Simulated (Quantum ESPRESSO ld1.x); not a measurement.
All-electron atom: Hf60+ in [Ne] 3s2 (the NIST ground configuration).

All-electron calculation, scalar-relativistic Kohn-Sham, LDA (Slater exchange, VWN5 correlation), spin-unpolarised, spherical densities, point nucleus. Program: ld1.x of Quantum ESPRESSO 7.5.

Energy parts (hartree):
total: -10886.975
kinetic: 12248.209
electron-nucleus: -23916.147
Hartree: 911.557
exchange-correlation: -130.594

Orbitals (lengths in bohr, moments of r in powers of bohr):
| orbital | occ. | eigenvalue (hartree) | <r^4> |
|---|---|---|---|
| 1s | 2 | -2580.57 | 6.606e-07 |
| 2s | 2 | -583.526 | 0.00009371 |
| 2p | 6 | -535.274 | 0.00007114 |
| 3s | 2 | -239.342 | 0.002463 |

The highest occupied level is 3s at -6512.8 eV. For comparison, the ionisation energy in NIST's Atomic Spectra Database is 6545 eV (theoretical). In exact Kohn-Sham theory the highest level is minus the ionisation energy, but local and semilocal functionals leave it too shallow, through self-interaction and a potential that decays too fast; potentials with the right tail come closer. The density falls to 0.001 e/bohr^3 at r = 0.53 bohr.
